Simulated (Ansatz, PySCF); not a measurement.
Process, species as SMILES: N[CH2][GeH2][CH2]N → [CH3][Ge]([CH3])([NH2])[NH2]
Structures are relaxed separately at B3LYP-D3(BJ)/def2-TZVP in Ansatz (an electronic-structure program), one conformer each, not searched for the lowest.

Wanted: isomerisation energy (enthalpy at 298 K, with B3LYP-D3(BJ) rigid-rotor harmonic-oscillator terms from PySCF), in kJ/mol. Valence correlation only, unless marked. No spin-orbit coupling. Frozen are the shells of the preceding noble gas and the d and f shells that filled before the atom's block. No relativistic terms. CBS(X,Y): correlation extrapolated as X^-3; Hartree-Fock from the larger set. [CCSD(T)-MP2]/basis is that difference in the basis named.

```
level                                                     program  isomerisation energy (kJ/mol)  minus last row
-------------------------------------------------  --------------  -----------------------------  --------------
HF/6-31G                                                   Ansatz                         -259.1           -36.2
HF/aug-cc-pVDZ                                             Ansatz                         -194.0            28.9
HF/cc-pVDZ                                                 Ansatz                         -185.2            37.7
PBE0/def2-SVP                                              Ansatz                         -178.7            44.2
r2SCANh-D4/def2-TZVPD                              Ansatz + dftd4                         -210.3            12.6
HSE06-D4/def2-TZVPD                                Ansatz + dftd4                         -199.2            23.7
LC-wPBE-D3(BJ)/def2-TZVPD                          Ansatz + dftd3                         -202.6            20.3
wB97X-V/def2-TZVPD                                         Ansatz                         -201.9            21.0
MP2/aug-cc-pVDZ                                            Ansatz                         -211.3            11.6
RI-MP2/cc-pVTZ                                             Ansatz                         -233.2           -10.3
RI-MP2/CBS(cc-pVTZ,cc-pVQZ)                                Ansatz                         -234.1           -11.2
CCSD/aug-cc-pVDZ                                           Ansatz                         -196.8            26.1
CCSD(T)/6-31G*                                             Ansatz                         -198.3            24.6
RI-MP2/CBS(cc-pVTZ,cc-pVQZ)+[CCSD(T)-MP2]/cc-pVQZ          Ansatz                         -222.3             0.6
CCSD(T)/CBS(cc-pVTZ,cc-pVQZ)                               Ansatz                         -222.9             0.0
```
